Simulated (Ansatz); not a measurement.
The same path of BrClZn + H2 (5 atoms, charge 0, multiplicity 1) was run 3 times with different band settings. Lost on the way: H4–H5. Made: Zn1–H5, Br2–H4.

Method: Ansatz 0.2.0, RKS PBE0-D4/def2-SVP.

Relaxed end points:

```xyz
5
Properties=species:S:1:pos:R:3
Zn -0.580 -0.697 -0.295
Br 0.830 -1.492 -1.834
Cl -2.050 -0.105 1.096
H 1.186 1.066 0.276
H 0.614 1.229 0.756
```

```xyz
5
Properties=species:S:1:pos:R:3
Zn -0.772 0.448 0.854
Br 0.830 -0.855 -1.257
Cl -2.250 -1.015 0.389
H 2.076 -0.164 -1.355
H 0.116 1.586 1.369
```

Common settings: spring 5.0 eV/Å²; optimiser quadratic models (default); start path through a guess of the saddle point; force threshold 0.05 eV/Å; iteration limit 60; end points relaxed.

| run | movable images | climbing image |
| --- | --- | --- |
| 1 | 7 | yes |
| 2 | 1 | yes |
| 3 | 4 | no |

**Question.** What does each run give, and how far can it be trusted?

**Answer.** Run 1: converged after 10 iterations, highest image 1.443 eV above the first end. A vibrational analysis at the climbing image gives one clearly imaginary mode, 750i cm⁻¹: a first-order saddle point.
Run 2: converged after 12 iterations, highest image 1.443 eV above the first end. Neighbouring images differ by up to 1.4 eV, so the band resolves the path poorly. Another band between the same ends (7 images) ends at a top of the same energy, where a vibrational analysis finds 1 clearly imaginary mode. So few images can step over the top or miss a turn of the path.
Run 3: converged after 8 iterations, highest image 1.232 eV above the first end. No image climbed, so the highest image needn't sit at the top of the path.
The orbitals stay closed-shell, which can raise the energy where a bond breaks towards radicals; this wasn't checked here.
